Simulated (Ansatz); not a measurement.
An input meant for Hg₅H₁₈Se₅ (charge 0, singlet).

```yaml
crystal:
  periodic: [false, false, false]
  atoms:
    - {symbol: Se, position_ang: [0.979353, -3.725614, -0.133864]}
    - {symbol: Hg, position_ang: [-2.519376, -3.382691, -0.791649]}
    - {symbol: Se, position_ang: [-0.844762, -0.592338, 0.419415]}
    - {symbol: Hg, position_ang: [-4.305509, -0.473612, 0.552709]}
    - {symbol: Se, position_ang: [-2.673755, 2.564456, -0.297016]}
    - {symbol: Hg, position_ang: [4.556810, -3.941389, -0.574075]}
    - {symbol: Se, position_ang: [3.372864, -0.786519, 0.295790]}
    - {symbol: Hg, position_ang: [0.745176, 0.497133, 2.038333]}
    - {symbol: Se, position_ang: [0.989636, 3.318887, 0.138466]}
    - {symbol: Hg, position_ang: [-1.189239, 5.869824, -0.735240]}
    - {symbol: H, position_ang: [0.882999, -3.664000, 1.332008]}
    - {symbol: H, position_ang: [1.520155, -5.099066, -0.066803]}
    - {symbol: H, position_ang: [-2.066023, -3.198993, -2.373678]}
    - {symbol: H, position_ang: [-3.009303, -3.608086, 0.781366]}
    - {symbol: H, position_ang: [-0.192494, -0.034920, -0.777070]}
    - {symbol: H, position_ang: [-4.425502, -0.980657, -1.024600]}
    - {symbol: H, position_ang: [-4.246609, 0.011688, 2.137598]}
    - {symbol: H, position_ang: [-3.596629, 3.716279, -0.353620]}
    - {symbol: H, position_ang: [-2.655871, 2.603020, 1.172639]}
    - {symbol: H, position_ang: [4.382179, -3.560255, -2.178011]}
    - {symbol: H, position_ang: [4.774402, -4.373254, 1.010796]}
    - {symbol: H, position_ang: [2.775029, -0.750763, -1.046554]}
    - {symbol: H, position_ang: [4.217048, 0.386588, -0.000953]}
    - {symbol: H, position_ang: [1.659051, 1.133912, 3.235824]}
    - {symbol: H, position_ang: [0.826227, 2.815724, -1.232725]}
    - {symbol: H, position_ang: [2.447474, 3.456777, -0.040065]}
    - {symbol: H, position_ang: [-1.487855, 6.252249, 0.848725]}
    - {symbol: H, position_ang: [-0.915486, 5.545618, -2.337737]}
basis:
  gaussian: {orbitals: def2-mTZVP, fitting: {mean_field: def2-universal-jkfit}, nuclear_model: gaussian}
hamiltonian: {xc: {name: CCSD(T)}}
scf: {lower_state_search: off}
```

```sh
$ ansatz run in.yaml --threads 2 --pin off --events-out ev --progress --plain --max-ram 32768MiB --backend cuda --devices 0, --max-vram 18GiB
```

Shortened log:

```
Error: YAML parse error: error: line 34 column 19: hamiltonian.xc: no functional is named "CCSD(T)"; the names, which are not case-sensitive, are SVWN5, SPW92, PBE, PBE0, PBEsol, revPBE, revPBE0, RPBE, rPW86-PBE, HSE06, wPBEh, LC-wPBE, HISS, HF, BLYP, B3LYP, B3LYP5, BHLYP, CAM-B3LYP, r2SCAN, r2SCANh, r2SCAN0, r2SCAN50, m-r2SCAN, B97, wB97, wB97X, wB97X-V, B97M-V, wB97M-V, B2PLYP, B2GP-PLYP, PBE0-DH, PBE-QIDH
32 | basis:
33 |   gaussian: {orbitals: def2-mTZVP, fitting: {mean_field: def2-universal-jkfit}, nuc…
34 | hamiltonian: {xc: {name: CCSD(T)}}
35 | scf: {lower_state_search: off}
```

What is wrong with this run?

The method's name isn't one that the program takes here. The input was rejected before any iteration.
